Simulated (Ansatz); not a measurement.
`F[CH2][InH][I]` and `F[CH2][AlH][I]` differ in one element.

Ansatz, PBE0-D4/def2-TZVP geometries, multiplicity 1. Each molecule was computed in one conformer, which needn't be the lowest.

Elements past krypton have def2 core potentials.

```json
{"property": "LUMO energy (PBE/def2-TZVPP) / eV", "`F[CH2][InH][I]`": "-2.64"}
{"property": "HOMO energy (B3LYP/def2-TZVPP) / eV", "`F[CH2][InH][I]`": "-7.07"}
{"property": "size of the dipole moment (PBE/def2-TZVPP) / D", "`F[CH2][InH][I]`": "1.15"}
{"property": "HOMO–LUMO gap (B3LYP/def2-TZVPP) / eV", "`F[CH2][InH][I]`": "4.84"}
{"property": "HOMO energy (PBE/def2-TZVPP) / eV", "`F[CH2][InH][I]`": "-6.16"}
{"property": "zero-point energy (PBE0-D4/def2-TZVP) / kJ/mol", "`F[CH2][InH][I]`": "93.1"}
```

**Question.** Give the same properties after the change, and the shifts. (Estimate.)

**Answer.** Ansatz gave: 
```tsv
property	`F[CH2][AlH][I]`	shift
LUMO energy (PBE/def2-TZVPP) / eV	-2.40	0.24
HOMO energy (B3LYP/def2-TZVPP) / eV	-7.41	-0.34
size of the dipole moment (PBE/def2-TZVPP) / D	1.91	0.76
HOMO–LUMO gap (B3LYP/def2-TZVPP) / eV	5.55	0.71
HOMO energy (PBE/def2-TZVPP) / eV	-6.45	-0.29
zero-point energy (PBE0-D4/def2-TZVP) / kJ/mol	96.0	2.9
```

With PBE0 the HOMO falls by 0.35 eV and the LUMO rises by 0.29 eV, so the gap widens by about 0.64 eV. PBE moves the HOMO by -0.29 eV and ωB97M-V by -0.37 eV. Dipoles are sizes alone; their direction can turn.

B3LYP here is the variant with VWN-RPA as its local correlation; programs differ in this.

Spin–orbit coupling is left out; it splits and shifts lone-pair levels of the heavy atoms by tenths of an eV.
